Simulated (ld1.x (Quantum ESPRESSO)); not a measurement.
Before and after: TM potential for Sr

Sr, norm-conserving Troullier–Martins (Kleinman–Bylander form), made with ld1.x (Quantum ESPRESSO) 7.5 (PBE, scalar-relativistic). Core [Kr], reference 4d0 5s1.75 5p0 (charge +0.25). Waves: 5s (bound): rc 3.15 bohr; 5p (bound, empty): rc 3.80 bohr; 4f channel at 0.3 Ry: rc 3.40 bohr; 4d (bound, empty): rc 3.50 bohr. Local part: the d channel. Core correction: Bessel-smoothed model core, default radius (core density twice the valence density).

Change: wave 5s (bound): rc 3.15 bohr becomes 5s (bound): rc 2.38 bohr.

Cutoffs: the cutoffs (Ry, on a coarse ladder) from which the occupation-weighted sum of valence levels, in a spherical-Bessel basis at the reference potential, stays within 10 and 1 mRy of its value at 400 Ry; they do not see the model core or the augmentation charge, which bear on the density cutoff. Errors are all-electron minus pseudo energies relative to the spin-unpolarised reference configuration.

Q: How do hardness, ghosts and transferability respond?

A: The potential gets harder (6 Ry and 8 Ry → 15 Ry and 40 Ry); both files keep a bound ghost (s); of the 7 tests that both files solve, the error grows in 4 and shrinks in 2 by more than 15 % and 0.3 meV (median size 4.9 → 10.4 meV). A smaller radius makes the pseudo-wave follow the all-electron one further in, where it bends more sharply, so more plane waves are needed.

```tsv
quantity	base	changed
cutoff, loose	6 Ry	15 Ry
cutoff, tight	8 Ry	40 Ry
bound ghosts	s	s
error for 4d0 5s2 5p0, meV [ΔE -1.02 eV]	-0.2	-1.3
error for 4d0 5s1 5p0, meV [ΔE 4.86 eV]	-4.9	-15
error for 4d0 5s1.5 5p0, meV [ΔE 1.32 eV]	-0.4	-1.7
error for 4d0.5 5s1.5 5p0, meV [ΔE 0.12 eV]	-9.8	-10
error for 4d0 5s1 5p1, meV [ΔE 1.28 eV]	-4.4	-10
error for 4d1 5s1 5p0, meV [ΔE 1.30 eV]	-28	-20
error for 4d1 5s0 5p0, meV [ΔE 6.63 eV]	-43	-10
s: phases at 4.08 bohr within 0.05 rad from the reference energy up to (Ry; the scan ends near 5)	1.4	1.2
p: phases at 4.08 bohr within 0.05 rad from the reference energy up to (Ry; the scan ends near 5)	-0.1	-0.1
d: phases at 4.08 bohr within 0.05 rad from the reference energy up to (Ry; the scan ends near 5)	0.6	0.6
f: phases at 4.08 bohr within 0.05 rad from the reference energy up to (Ry; the scan ends near 5)	2.2	2.2
```

Base: The cutoffs count occupied waves only; the empty 4d level needs 12 Ry at the loose tolerance. A true bound ghost makes a file unfit for plane-wave use even where its test errors are small: the radial tests pick states by their node count and pass the ghost by.
